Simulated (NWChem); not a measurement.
# Atomisation of H4AsSi

```
Si
H 1 1.4939
H 1 1.4965 2 108.87
H 1 1.4966 2 108.85 3 118.17
As 1 2.3680 2 109.05 4 120.85
H 5 1.5314 1 90.39 2 179.40
```
Charge 0, spin multiplicity 2.

Program: NWChem. Structure: optimised with UPBE0/def2-SVP, a minimum by its harmonic frequencies.

Basis set: def2-TZVP. The atomisation energy is electronic alone: no zero-point, thermal, spin-orbit or counterpoise terms. No value is extrapolated to the basis-set limit. Free atoms are single determinants with multiplicities Si 3, As 4, H 2. Correlated methods freeze the same cores in atoms and molecule, 14 orbitals in all.

The Hamiltonian is non-relativistic. B3LYP has NWChem's definition, with VWN1-RPA local correlation. The structure started from a generated list of species. The stability of the SCF solutions was not checked. Open-shell Hartree-Fock references start from PBE0 orbitals.

Q: For the atomisation energy, BHandHLYP gives 354.9 kcal/mol and TPSS gives 370.0 kcal/mol. What do B3LYP, LC-wPBE (omega 0.3 per bohr), MP2 give?

A: B3LYP: 359.0 kcal/mol; LC-wPBE (omega 0.3 per bohr): 350.9 kcal/mol; MP2: 331.8 kcal/mol.
